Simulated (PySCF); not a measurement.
InF₂Br, SMILES [F][In]([F])[Br].

The structure is a stationary point at PBE-D3(BJ)/def2-SVP. The def2 effective core potentials stand for the cores of In; spin–orbit coupling is left out.

Calculation: IEF-PCM-PBE0/def2-SVP (PySCF 2.14.0).

The values are the electrostatic part of the solvation free energy, E(continuum) − E(gas) at the gas-phase geometry, in a cavity of scaled van der Waals radii (PySCF's table); cavitation and dispersion terms are not included. A continuum can't describe solvent molecules that bind to the metal. In vacuum the orbital gap is 5.79 eV. The dipole moment in vacuum is 1.45 D.

Computed values in water (ε = 78.36), dimethylsulfoxide (ε = 46.83), cyclohexanone (ε = 15.62):
```tsv
solvent	ε	ΔG(elec) (kcal/mol)	dipole (D)	gap (eV)
water	78.36	-10.9	1.46	5.94
dimethylsulfoxide	46.83	-10.7	1.46	5.93
cyclohexanone	15.62	-10.0	1.47	5.92
```
